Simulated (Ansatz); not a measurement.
closo-2-NB4 (H on N) (B4NH5). Charge 0, multiplicity 1. Geometry r2SCAN-D4/def2-SVP, basis def2-TZVP, Ansatz.

| run | HOMO (eV) | LUMO (eV) |
| --- | --- | --- |
| A | -5.87 | -1.58 |
| B | -8.58 | 2.39 |
| C | -6.23 | -1.25 |
| D | -6.78 | -0.74 |
| E | -5.74 | -1.77 |
| F | -9.20 | 1.32 |

LC-ωPBE has ω = 0.4 bohr⁻¹.

Task: The runs used HF, LC-ωPBE, PBE, r2SCAN, r2SCAN0, r2SCANh. Estimate which is which.

Result: A r2SCAN (0 % exact exchange); B HF (100 % exact exchange); C r2SCANh (10 % exact exchange); D r2SCAN0 (25 % exact exchange); E PBE (0 % exact exchange); F LC-ωPBE (range-separated). Exact exchange lowers occupied and raises empty levels; among semilocal functionals meta-GGAs tend to open the gap a little, and such runs are hard to tell apart. The gap grows from 3.97 eV (PBE) to 10.98 eV (HF).
